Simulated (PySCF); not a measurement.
C₂H₇AlFN.

```xyz
12

Al    -0.0745     0.5604     0.0000
F     -1.0622     1.9111     0.0000
C     -0.8438    -1.2334     0.0000
C      0.1801    -2.3806     0.0000
H     -1.5154    -1.3163    -0.8747
H     -1.5154    -1.3163     0.8747
H      0.8361    -2.3432     0.8859
H      0.8361    -2.3432    -0.8859
H     -0.3042    -3.3719     0.0000
N      1.6691     0.8559     0.0000
H      2.1113     1.7702     0.0000
H      2.3776     0.1285     0.0000
```

Geometry optimised at B3LYP-D3(BJ)/def2-SVP. The structure was generated by enumeration; whether it is a known compound was not checked. One conformer was computed; it need not be the lowest.

The numbers are results of PBE/pcSseg-1 in PySCF, not measurements. Non-relativistic, no solvent.

Computed absolute GIAO shielding of each atom: isotropic value and principal components (ppm):
| atom | σ(iso) | σ11 | σ22 | σ33 | span |
|---|---|---|---|---|---|
| Al1 | 393.7 | 350.6 | 353.4 | 477.1 | 126.5 |
| F2 | 327.6 | 236.2 | 325.5 | 421.0 | 184.8 |
| C3 | 181.8 | 171.4 | 174.8 | 199.2 | 27.8 |
| C4 | 169.3 | 161.6 | 163.2 | 183.0 | 21.4 |
| H5 | 30.8 | 26.2 | 29.0 | 37.0 | 10.8 |
| H6 | 30.8 | 26.2 | 29.0 | 37.0 | 10.8 |
| H7 | 30.3 | 26.1 | 28.9 | 35.7 | 9.6 |
| H8 | 30.3 | 26.1 | 28.9 | 35.7 | 9.6 |
| H9 | 29.8 | 24.8 | 27.5 | 37.1 | 12.3 |
| N10 | 236.6 | 204.8 | 231.4 | 273.6 | 68.9 |
| H11 | 30.4 | 24.2 | 25.5 | 41.6 | 17.5 |
| H12 | 30.3 | 23.8 | 28.0 | 38.9 | 15.1 |
